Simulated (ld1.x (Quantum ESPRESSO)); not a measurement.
Plane-wave convergence, TM potential for hydrogen (H)

ld1.x (Quantum ESPRESSO) 7.5 input, shortened:

```
&input
   title='H', zed=1., rel=1, dft='PBE', iswitch=3,
   config='1s0.75 2p-2'
 /
 &inputp
   pseudotype=2, tm=.true., lloc=1,
   nlcc=.false.
 /
2
1S  1  0   0.75   0.00  1.30  1.30  0.0
2P  2  1  -2.00   0.57  1.35  1.35  0.0
 &test
   configts(1)='1s0.75'
 /
```

The pseudo-atom Hamiltonian at the reference potential is diagonalised in spherical Bessel functions j_l(qr) that vanish at 20 bohr, with q² up to the cutoff. All-electron valence levels (Ry): 1s -0.6975.

Task: How do the lowest levels (Ry) of each channel move with the cutoff, and are there ghosts?

Result:

```tsv
cutoff (Ry)	s #1	p #1	p #2	d #1	d #2	f #1	f #2	Σ f·Δε (mRy)
8	-0.6371	-0.0348	0.0421	0.0360	0.1356	0.0820	0.2153	45.3
10	-0.6539	-0.0349	0.0420	0.0360	0.1356	0.0820	0.2153	32.7
15	-0.6761	-0.0349	0.0420	0.0360	0.1356	0.0820	0.2153	16.1
18	-0.6859	-0.0349	0.0420	0.0360	0.1356	0.0820	0.2153	8.7
25	-0.6931	-0.0350	0.0420	0.0360	0.1356	0.0820	0.2153	3.3
30	-0.6956	-0.0350	0.0420	0.0360	0.1356	0.0820	0.2153	1.4
40	-0.6972	-0.0350	0.0420	0.0360	0.1356	0.0820	0.2153	0.2
45	-0.6973	-0.0350	0.0420	0.0360	0.1356	0.0820	0.2153	0.1
400	-0.6975	-0.0350	0.0420	0.0360	0.1356	0.0820	0.2153	0.0
```

Result: no extra level below or beside the all-electron valence levels (s, p, d, f tested); 10 mRy is reached at 18 Ry and 1 mRy at 35 Ry.
